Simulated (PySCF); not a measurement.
# Vibration and rotation of SiHg

ROHF constants of SiHg, ³Σ⁻ (triplet), unpaired electrons π ↑↑ (basis Si def2-SVPD, Hg def2-SVPD with ECP60; scalar-relativistic core potentials; PySCF 2.14; masses 27.9769 and 201.9706 u):

* ωe: 52.8 cm⁻¹
* ωexe: 2.41 cm⁻¹
* Be: 0.067855 cm⁻¹
* αe: 0.00260 cm⁻¹
* De to Si + Hg: 0.039 eV

(1) What force constant and bond length do these constants imply?

(2) Estimate the centrifugal constant D from the Kratzer relation and find the Dunham coefficient a1.

These are scalar-relativistic numbers at best; spin–orbit coupling would shift them, the dissociation energy most. Hartree–Fock leaves out correlation, which carries a large part of most bond energies and some tenths to 1 eV of ionisation energies. The state is the lowest determinant that a PBE0 search found; another state may lie lower at other levels.

Results:

(1) Reduced mass μred = 24.573 u; k = 5.8918×10⁻⁷·μred·ωe² (u, cm⁻¹, mdyn/Å) = 0.0404 mdyn/Å; Re = √(16.8576/(μred·Be)) (u, cm⁻¹, Å) = 3.180 Å.

(2) D = 4Be³/ωe² = 4.48e-07 cm⁻¹; a1 = −1 − αeωe/(6Be²) = -5.97.
